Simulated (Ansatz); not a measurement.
Reaction (SMILES): CC(C)([SeH])[SeH] [propane-2,2-diselenol] + 4 [H][H] (H2) -> 3 C (CH4) + 2 [SeH2] (H2Se)
Structures are relaxed separately at B3LYP-D3(BJ)/def2-TZVP in Ansatz (a quantum-chemistry and plane-wave program), one conformer each, not searched for the lowest.
Geometry of the first species:
SMILES: CC(C)([SeH])[SeH]
```xyz
13

C     -1.1982    -0.0235    -1.5784
C     -0.0861    -0.3270    -0.5828
C      0.8074    -1.4612    -1.0681
Se    -0.8423    -0.9289     1.1632
Se     0.9568     1.3635    -0.3885
H     -1.8021    -0.9171    -1.7410
H     -1.8540     0.7701    -1.2223
H     -0.7723     0.2838    -2.5379
H      1.6188    -1.6634    -0.3700
H      0.2215    -2.3764    -1.1923
H      1.2448    -1.1997    -2.0324
H     -1.5210     0.3423     1.4561
H      1.8355     0.8527     0.6740
```
Charge 0, spin multiplicity 1.

Property: energy of full hydrogenation (electronic energy difference), in kJ/mol. Cores are frozen in the correlated levels unless marked. Spin-orbit coupling is left out. Frozen are the shells of the preceding noble gas and the d and f shells that filled before the atom's block. No relativistic terms. CBS marks a two-point X^-3 extrapolation of the correlation energy; Hartree-Fock from the larger set.

CCSD(T)/CBS(cc-pVTZ,cc-pVQZ) (Ansatz) gives -264.7 kJ/mol.

Another calculation gave -277.8 kJ/mol. Which level was it?
(A) HSE06/def2-TZVPD (Ansatz)
(B) BLYP/def2-TZVPD (Ansatz)
(C) B2GP-PLYP/def2-TZVPD (Ansatz)
(D) BHLYP/def2-TZVPD (Ansatz)

C, B2GP-PLYP/def2-TZVPD (Ansatz). The others give -309.0 (BLYP), -330.5 (BHLYP), -293.6 (HSE06) kJ/mol.
